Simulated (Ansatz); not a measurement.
`OC(Cl)C[SiH3]` → `[CH2]` (triplet) + `OC([SiH3])Cl`  (formal loss of a carbene)

Gas-phase electronic energies from Ansatz, PBE0-D4/def2-TZVP geometries. CBS: MP2 limit from def2 TZ/QZ plus the TZ coupled-cluster correction, frozen cores. This one scheme is used for every species. Functionals use def2-TZVPP. Triplets are unrestricted, without spin–orbit coupling. One conformer a species, not always the lowest.

| level | ΔE (kJ/mol) |
| --- | --- |
| ωB97M-V | 469.1 |
| PBE | 461.9 |
| r2SCANh | 440.8 |
| RPA@PBE/def2-TZVPP | 447.1 |
| MP2/def2-SVP | 464.6 |
| MP2/def2-TZVPP | 470.7 |
| HF/CBS(def2) | 315.3 |
| MP2/CBS(def2) | 481.5 |

(1) What does CCSD(T)/CBS give? (Estimate.)

Largest T1 diagnostic among the species: 0.011.

Answers

(1) Ansatz gave: +466.4 kJ/mol. The listed levels differ from it by 2.7, -4.5, -25.6, -19.3, -1.8, 4.3, -151.1, 15.1 kJ/mol.

From PBE to PBE0 (25 % exact exchange), in def2-TZVPP and without D4, ΔE moves by −5.0 kJ/mol. Leaving LDA and LC-ωPBE aside and taking each functional with its dispersion term where it has one, the values, not all of them listed here, spread over 35.0 kJ/mol, from r2SCAN0-D4 to ωB97X-V. LDA lies +80.4 kJ/mol from PBE without D4. At CCSD(T), def2-SVP lies −13.3 kJ/mol from the extrapolated value and def2-TZVPP −10.7 kJ/mol.

CCSD(T)/CBS has its own doubt, a few kJ/mol and more with outer-core shells, so smaller differences from it don't rank the levels.
